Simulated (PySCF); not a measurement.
Gas-phase reaction: 2 WOF4 + 2 F2 ⇌ 2 WF6 + O2

Method: PySCF energies (xtb for GFN2) plus ideal-gas RRHO corrections (1 bar). † marks an energy on the PBE0/def2-TZVP geometry and frequencies; other levels use their own. MP2 and CCSD(T) freeze the core. Open shells (unrestricted): O2 (multiplicity 3); the rest are closed-shell singlets. GFN2 has no spin-polarisation term. W: scalar-relativistic def2 core potential, no spin-orbit coupling. MP2 isn't extrapolated to the basis-set limit; its ΔH°(298 K) is -654.1 kJ in def2-SVP and -635.0 kJ in def2-TZVPP. CCSD(T) isn't extrapolated to the basis-set limit. The harmonic model lacks anharmonicity and excited electronic states, which grow with temperature; levels with a mode under 35 cm⁻¹ are left out. Soft modes under 120 cm⁻¹ make the harmonic entropy rough for WOF4. Warning, large T1 diagnostic: WF6, WOF4 (CCSD(T)/def2-SVP†).

ΔH° and ΔS° at 298 K: BLYP/def2-TZVP† -686 kJ, -176 J/K; CCSD(T)/def2-SVP† -678 kJ, -176 J/K; GFN2-xTB -999 kJ, -154 J/K; HF/def2-TZVP† -849 kJ, -176 J/K; MP2/def2-TZVPP† -635 kJ, -176 J/K; PBE/def2-TZVP† -701 kJ, -176 J/K.

Q: With the heat capacities included, give log10 K (1 bar) at 800, 1000, 1400, 1600, 2500 K from BLYP/def2-TZVP†, CCSD(T)/def2-SVP†, GFN2-xTB, HF/def2-TZVP†, MP2/def2-TZVPP†, PBE/def2-TZVP†.

A: 
```json
[
 {"T (K)": "800", "BLYP/def2-TZVP†": "35.9", "CCSD(T)/def2-SVP†": "35.3", "GFN2-xTB": "57.4", "HF/def2-TZVP†": "46.5", "MP2/def2-TZVPP†": "32.5", "PBE/def2-TZVP†": "36.8"},
 {"T (K)": "1000", "BLYP/def2-TZVP†": "27.0", "CCSD(T)/def2-SVP†": "26.6", "GFN2-xTB": "44.5", "HF/def2-TZVP†": "35.5", "MP2/def2-TZVPP†": "24.3", "PBE/def2-TZVP†": "27.8"},
 {"T (K)": "1400", "BLYP/def2-TZVP†": "16.9", "CCSD(T)/def2-SVP†": "16.6", "GFN2-xTB": "29.7", "HF/def2-TZVP†": "23.0", "MP2/def2-TZVPP†": "15.0", "PBE/def2-TZVP†": "17.5"},
 {"T (K)": "1600", "BLYP/def2-TZVP†": "13.8", "CCSD(T)/def2-SVP†": "13.5", "GFN2-xTB": "25.2", "HF/def2-TZVP†": "19.1", "MP2/def2-TZVPP†": "12.1", "PBE/def2-TZVP†": "14.3"},
 {"T (K)": "2500", "BLYP/def2-TZVP†": "6.0", "CCSD(T)/def2-SVP†": "5.8", "GFN2-xTB": "13.7", "HF/def2-TZVP†": "9.4", "MP2/def2-TZVPP†": "4.9", "PBE/def2-TZVP†": "6.3"}
]
```
